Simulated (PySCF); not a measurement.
Ga²⁺ (gallium, charge +2) across methods

[Ar] 3d10 4s1, 2S determinant. Calculation: PySCF 2.14, in x2c-QZVPPall with one added diffuse shell each of s, p, d, f type (12s8p6d5f1g, 110 functions); scalar relativity by spin-free X2C-1e.

| method | E (hartree) | mean ε 3d α (eV) | mean ε 3d β (eV) | mean ε 4s α (eV) | Σ⟨r²⟩ (bohr²) | ⟨S²⟩ |
| --- | --- | --- | --- | --- | --- | --- |
| UHF | -1941.33843 | -51.848 | -51.740 | -29.748 | 17.68 | 0.751 |
| LC-wPBE | -1942.684 | -44.920 | -44.692 | -30.503 | 17.72 | 0.750 |
| r2SCANh | -1942.870 | -41.219 | -40.982 | -27.395 | 17.63 | 0.751 |
| M06-L | -1942.842 | -39.727 | -39.525 | -26.324 | 17.52 | 0.751 |
| r2SCAN | -1942.884 | -39.929 | -39.669 | -27.047 | 17.65 | 0.751 |
| PBE0 | -1942.660 | -42.780 | -42.565 | -27.603 | 17.68 | 0.750 |
| PBE | -1942.641 | -39.438 | -39.181 | -26.692 | 17.75 | 0.751 |

Problem. Estimate the same row for LDA.

Solution. E (hartree) = -1939.758; mean ε 3d α (eV) = -39.803; mean ε 3d β (eV) = -39.566; mean ε 4s α (eV) = -27.024; Σ⟨r²⟩ (bohr²) = 17.71; ⟨S²⟩ = 0.750.
